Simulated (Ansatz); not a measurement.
C₂H₃NSe, SMILES `C1=NC[Se]1`. Total charge 0; spin multiplicity 1. The geometry is a stationary point of PBE0-D4/def2-TZVP.

```xyz
7

C    -0.373    1.064   -0.335
N    -0.673   -0.120   -0.690
C     0.216   -0.854    0.183
Se    0.953    0.816    1.005
H    -0.795    1.987   -0.725
H     0.979   -1.419   -0.350
H    -0.306   -1.473    0.912
```

Task: What is the dipole moment at B3LYP/def2-TZVPP? (Best estimate.)

Result: The calculation gave: 0.86 D, with components (0.60, 0.00, 0.61) D in this frame, pointing from negative to positive charge.

Task: And with PBE, r2SCAN, ωB97M-V? (An estimate is asked.)

Result: The calculation gave: PBE 0.85 D, r2SCAN 0.79 D, ωB97M-V 0.82 D.

Task: Give the Mulliken charges with B3LYP, ωB97M-V, r2SCAN in def2-TZVPP. (An estimate is asked.)

Result: Computed: 
| atom | B3LYP | ωB97M-V | r2SCAN |
| --- | --- | --- | --- |
| C1 | -0.08 | -0.07 | 0.01 |
| N2 | -0.22 | -0.21 | -0.29 |
| C3 | -0.08 | -0.13 | 0.05 |
| Se4 | 0.00 | 0.00 | -0.03 |
| H5 | 0.13 | 0.12 | 0.08 |
| H6 | 0.12 | 0.14 | 0.09 |
| H7 | 0.12 | 0.14 | 0.09 |

B3LYP here is the variant with VWN-RPA as its local correlation; programs differ in this.
